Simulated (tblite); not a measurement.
Record of a relaxation.

C₉H₉P.
Numbering: `[CH3:1][c:2]1[cH:3][c:4]2[cH:5][cH:6][cH:7][cH:8][c:9]2[pH:10]1` (hydrogens: H11, H12, H13 on C1; H14 on C3; H15 on C5; H16 on C6; H17 on C7; H18 on C8; H19 on P10)

Computed with GFN2-xTB (tblite), gas phase: L-BFGS steps from a force-field or distance-geometry start until the largest atomic force falls under 0.01 eV/Å. 8 of its 115 geometries are shown.

Step 0: E = -715.4004 eV, largest atomic force 4.688 eV/Å
```
atom  x, y, z in Å  |  force x, y, z in eV/Å
C1      3.400   -0.017    0.033   -0.018   0.421  -1.211
C2      1.917   -0.055   -0.103   -0.691   0.293  -1.650
C3      1.010    0.232    0.851    2.927   0.878   2.693
C4     -0.306    0.144    0.541   -3.612   0.723   2.899
C5     -1.412    0.398    1.397   -0.040  -0.211  -0.689
C6     -2.702    0.248    0.924   -0.350   0.443   1.406
C7     -3.023   -0.153   -0.350    1.642  -0.440  -1.059
C8     -1.921   -0.412   -1.177   -1.979  -0.233  -0.563
C9     -0.639   -0.267   -0.711   -0.419   0.373  -2.342
P10     0.853   -0.521   -1.531    2.714  -2.010  -0.788
H11     3.674    0.803    0.742   -0.023  -0.917  -0.594
H12     3.793    0.189   -0.996    0.091   0.049   0.934
H13     3.791   -1.001    0.314   -0.015   0.372   0.271
H14     1.355    0.559    1.865   -0.407  -0.445  -0.862
H15    -1.297    0.730    2.408    0.323   0.035   0.294
H16    -3.512    0.463    1.621    0.095  -0.005  -0.096
H17    -4.030   -0.271   -0.706   -0.059   0.030   0.030
H18    -2.099   -0.746   -2.200    0.123   0.107   0.171
H19     1.138   -0.312   -2.930   -0.303   0.537   1.156
```

Step 16: E = -716.9966 eV, largest atomic force 0.240 eV/Å
```
atom  x, y, z in Å  |  force x, y, z in eV/Å
C1      3.350   -0.037   -0.065   -0.042   0.021  -0.002
C2      1.860   -0.106   -0.130    0.043  -0.150  -0.077
C3      1.034    0.259    0.868    0.049   0.040  -0.216
C4     -0.367    0.116    0.564    0.040   0.015   0.031
C5     -1.429    0.423    1.397   -0.089  -0.042   0.014
C6     -2.720    0.277    0.922   -0.030  -0.127   0.088
C7     -2.961   -0.137   -0.382   -0.035   0.007   0.079
C8     -1.907   -0.462   -1.220    0.024  -0.016   0.048
C9     -0.612   -0.361   -0.739    0.029   0.077   0.000
P10     0.943   -0.909   -1.499    0.158   0.153  -0.095
H11     3.627    0.738    0.650    0.131  -0.112  -0.009
H12     3.795    0.203   -1.032   -0.106  -0.073   0.066
H13     3.753   -0.998    0.270    0.010   0.143  -0.048
H14     1.386    0.701    1.789   -0.098  -0.046   0.024
H15    -1.229    0.742    2.410   -0.105   0.044  -0.006
H16    -3.548    0.447    1.592   -0.090   0.128  -0.029
H17    -3.981   -0.232   -0.732    0.101   0.041   0.004
H18    -2.099   -0.780   -2.235    0.042  -0.087   0.023
H19     1.095    0.128   -2.435   -0.033  -0.015   0.105
```

Step 33: E = -717.0389 eV, largest atomic force 0.052 eV/Å
```
atom  x, y, z in Å  |  force x, y, z in eV/Å
C1      3.361   -0.059   -0.088   -0.011  -0.012   0.012
C2      1.868   -0.108   -0.106    0.015  -0.002  -0.039
C3      1.035    0.261    0.883    0.030  -0.013  -0.019
C4     -0.370    0.115    0.581    0.011   0.020   0.014
C5     -1.449    0.428    1.397    0.000   0.005   0.001
C6     -2.736    0.291    0.906    0.007   0.022   0.003
C7     -2.958   -0.164   -0.385    0.005  -0.036   0.028
C8     -1.891   -0.525   -1.194   -0.007  -0.001  -0.019
C9     -0.601   -0.372   -0.720   -0.021  -0.003   0.028
P10     0.965   -0.828   -1.527   -0.007   0.005   0.017
H11     3.717    0.686    0.622   -0.022  -0.016  -0.004
H12     3.753    0.174   -1.078   -0.038   0.012   0.034
H13     3.764   -1.030    0.203   -0.014   0.001   0.004
H14     1.366    0.673    1.824   -0.007  -0.017   0.001
H15    -1.282    0.774    2.407    0.010   0.024  -0.010
H16    -3.578    0.542    1.534    0.002   0.006   0.008
H17    -3.970   -0.252   -0.755    0.037  -0.017   0.001
H18    -2.070   -0.913   -2.186    0.019  -0.001  -0.041
H19     1.067    0.316   -2.328   -0.008   0.024  -0.019
```

Step 49: E = -717.0426 eV, largest atomic force 0.025 eV/Å
```
atom  x, y, z in Å  |  force x, y, z in eV/Å
C1      3.358   -0.068   -0.084   -0.003   0.001   0.003
C2      1.868   -0.108   -0.114    0.003  -0.009   0.001
C3      1.039    0.252    0.882   -0.008  -0.003  -0.007
C4     -0.367    0.119    0.580   -0.012   0.017  -0.007
C5     -1.446    0.451    1.389   -0.010  -0.001   0.000
C6     -2.733    0.296    0.904    0.004   0.001  -0.006
C7     -2.955   -0.188   -0.377   -0.007   0.007   0.004
C8     -1.889   -0.535   -1.192   -0.011  -0.003   0.000
C9     -0.600   -0.371   -0.719   -0.011  -0.001   0.000
P10     0.962   -0.804   -1.544    0.017   0.002   0.001
H11     3.707    0.661    0.645    0.012  -0.017   0.002
H12     3.756    0.188   -1.065   -0.003   0.009   0.012
H13     3.757   -1.047    0.189   -0.009   0.007  -0.001
H14     1.374    0.640    1.832   -0.002   0.006  -0.007
H15    -1.278    0.828    2.388    0.004  -0.004   0.001
H16    -3.577    0.557    1.527    0.024  -0.005   0.003
H17    -3.966   -0.299   -0.741    0.009  -0.002   0.003
H18    -2.061   -0.921   -2.187   -0.003  -0.008   0.003
H19     1.042    0.360   -2.321    0.005   0.004  -0.004
```

Step 65: E = -717.0441 eV, largest atomic force 0.018 eV/Å
```
atom  x, y, z in Å  |  force x, y, z in eV/Å
C1      3.358   -0.080   -0.074    0.005   0.007   0.005
C2      1.868   -0.103   -0.120    0.005   0.001  -0.007
C3      1.036    0.268    0.869    0.008  -0.006   0.001
C4     -0.368    0.137    0.564    0.000   0.001   0.009
C5     -1.442    0.464    1.381   -0.008   0.009  -0.007
C6     -2.731    0.297    0.906   -0.003  -0.002  -0.006
C7     -2.956   -0.199   -0.370   -0.005  -0.003  -0.001
C8     -1.894   -0.543   -1.192    0.000  -0.012   0.011
C9     -0.602   -0.362   -0.732   -0.001   0.009   0.006
P10     0.963   -0.789   -1.556   -0.002  -0.012  -0.002
H11     3.706    0.609    0.692    0.011  -0.002   0.014
H12     3.771    0.220   -1.037   -0.009  -0.005  -0.001
H13     3.743   -1.074    0.156   -0.004   0.002  -0.016
H14     1.367    0.657    1.819    0.010   0.008   0.000
H15    -1.264    0.846    2.376   -0.015  -0.004   0.000
H16    -3.571    0.553    1.534    0.006  -0.003  -0.001
H17    -3.969   -0.327   -0.723    0.000   0.001  -0.003
H18    -2.073   -0.947   -2.178    0.006   0.014  -0.001
H19     1.048    0.383   -2.322   -0.006  -0.003  -0.002
```

Step 81: E = -717.0453 eV, largest atomic force 0.018 eV/Å
```
atom  x, y, z in Å  |  force x, y, z in eV/Å
C1      3.359   -0.090   -0.072   -0.004   0.003  -0.002
C2      1.869   -0.094   -0.119   -0.010   0.003  -0.001
C3      1.038    0.293    0.864   -0.007  -0.007   0.004
C4     -0.368    0.158    0.563    0.001  -0.008  -0.005
C5     -1.445    0.479    1.377    0.004   0.009  -0.004
C6     -2.732    0.293    0.905   -0.004   0.007   0.002
C7     -2.956   -0.211   -0.368    0.006  -0.008  -0.001
C8     -1.891   -0.548   -1.188    0.010   0.001   0.000
C9     -0.601   -0.354   -0.727    0.011  -0.014  -0.005
P10     0.963   -0.789   -1.551   -0.003  -0.001   0.003
H11     3.719    0.534    0.744   -0.001  -0.002   0.001
H12     3.776    0.272   -1.011   -0.003   0.010  -0.001
H13     3.728   -1.106    0.081    0.004   0.002  -0.003
H14     1.372    0.693    1.810    0.001  -0.006  -0.002
H15    -1.275    0.868    2.371   -0.002  -0.002   0.000
H16    -3.574    0.541    1.536   -0.009   0.005   0.005
H17    -3.967   -0.353   -0.721   -0.010   0.009   0.006
H18    -2.064   -0.954   -2.174    0.001   0.001   0.004
H19     1.040    0.377   -2.325    0.014  -0.001  -0.002
```

Step 98: E = -717.0465 eV, largest atomic force 0.025 eV/Å
```
atom  x, y, z in Å  |  force x, y, z in eV/Å
C1      3.357   -0.085   -0.076    0.015   0.002   0.004
C2      1.868   -0.104   -0.110   -0.001   0.000   0.001
C3      1.036    0.287    0.871    0.001   0.009  -0.001
C4     -0.369    0.155    0.567    0.006  -0.003  -0.017
C5     -1.448    0.491    1.374    0.012  -0.017   0.007
C6     -2.734    0.303    0.901   -0.001   0.016   0.001
C7     -2.957   -0.212   -0.367    0.007   0.015  -0.013
C8     -1.890   -0.555   -1.184    0.010  -0.018   0.005
C9     -0.601   -0.364   -0.721    0.011  -0.011  -0.017
P10     0.964   -0.811   -1.537   -0.014  -0.007   0.008
H11     3.719    0.473    0.786   -0.006  -0.012  -0.008
H12     3.757    0.366   -0.985   -0.006  -0.002   0.017
H13     3.741   -1.105   -0.020    0.005   0.015   0.004
H14     1.370    0.693    1.813    0.002  -0.001   0.003
H15    -1.278    0.891    2.363   -0.001  -0.002   0.008
H16    -3.576    0.559    1.528   -0.015   0.005   0.006
H17    -3.967   -0.352   -0.722   -0.015  -0.001   0.006
H18    -2.063   -0.967   -2.168    0.006   0.002   0.002
H19     1.060    0.346   -2.321   -0.016   0.009  -0.017
```

Step 114: E = -717.0474 eV, largest atomic force 0.008 eV/Å
```
atom  x, y, z in Å  |  force x, y, z in eV/Å
C1      3.358   -0.077   -0.074    0.000   0.003   0.003
C2      1.868   -0.110   -0.110    0.002   0.003   0.001
C3      1.037    0.282    0.870    0.001   0.000  -0.001
C4     -0.368    0.147    0.568    0.001   0.003   0.001
C5     -1.445    0.493    1.372   -0.002   0.002   0.002
C6     -2.733    0.318    0.896   -0.002  -0.005  -0.001
C7     -2.955   -0.206   -0.369   -0.001  -0.001  -0.006
C8     -1.890   -0.569   -1.178    0.005   0.005  -0.002
C9     -0.601   -0.381   -0.716    0.004  -0.006   0.004
P10     0.964   -0.833   -1.529   -0.001  -0.002  -0.001
H11     3.712    0.413    0.830   -0.002   0.000   0.003
H12     3.750    0.455   -0.941    0.001   0.002  -0.005
H13     3.758   -1.091   -0.104    0.001  -0.006   0.000
H14     1.371    0.693    1.811   -0.002  -0.001  -0.002
H15    -1.275    0.897    2.360    0.003   0.001   0.005
H16    -3.575    0.588    1.517    0.000   0.003   0.003
H17    -3.967   -0.338   -0.724   -0.006  -0.001  -0.003
H18    -2.063   -0.988   -2.159   -0.004  -0.001   0.003
H19     1.045    0.315   -2.329    0.001   0.003  -0.004
```

**Question.** Summarise the path.

**Answer.** The energy falls by 158.91 kJ/mol from step 0 to step 114; nine tenths of that is first reached at step 9. It falls at every step. The largest force goes from 4.688 to 0.008 eV/Å. Among the bonds C9–P10 changes most, from 1.722 to 1.820 Å; the atoms move by 0.285 Å rms after alignment.
